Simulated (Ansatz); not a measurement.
Si₄Ge₆, relaxed as a singlet with RKS PBE-D4/def2-SVP in Ansatz, starting from the GFN1-xTB geometry. Force threshold 0.03 eV/Å.

The structure comes from a short search, and lower isomers may exist.

Start:

```csv
atom,x (Å),y (Å),z (Å)
Si1,0.240,-0.544,-1.406
Si2,-1.648,0.862,-0.212
Si3,0.407,1.942,-0.686
Si4,-2.000,-1.243,-1.297
Ge5,-1.788,0.430,2.211
Ge6,1.982,0.000,0.582
Ge7,1.221,-2.274,0.001
Ge8,0.292,1.506,1.676
Ge9,-0.927,-1.531,0.901
Ge10,2.222,0.852,-1.770
```

```csv
step,energy (eV),largest force component (eV/Å),SCF passes
1,-370505.8276,1.580,26
2,-370506.2232,0.353,30
3,-370506.2763,0.162,25
4,-370506.3128,0.252,29
5,-370506.3244,0.212,24
6,-370506.3396,0.090,24
7,-370506.3466,0.069,25
8,-370506.3496,0.056,24
9,-370506.3510,0.040,25
10,-370506.3512,0.037,24
11,-370506.3517,0.010,25
```

Force components are those of the run's own axes.

End:

```xyz
10

Si    0.249   -0.442   -1.592
Si   -1.694    0.927   -0.346
Si    0.444    1.961   -0.570
Si   -1.780   -1.464   -1.067
Ge   -2.140    0.562    2.098
Ge    2.055   -0.130    0.582
Ge    0.986   -2.440   -0.252
Ge    0.265    1.350    1.772
Ge   -0.629   -1.299    1.239
Ge    2.244    0.973   -1.863
```

Bonds formed: Ge8–Ge9 (atoms count from 1).

No frequencies were taken in this run, so the end may be a saddle point.

Hardware: 4 threads of Intel Xeon on a shared host. Wall time 2.3 min, peak host memory 0.79 GiB.
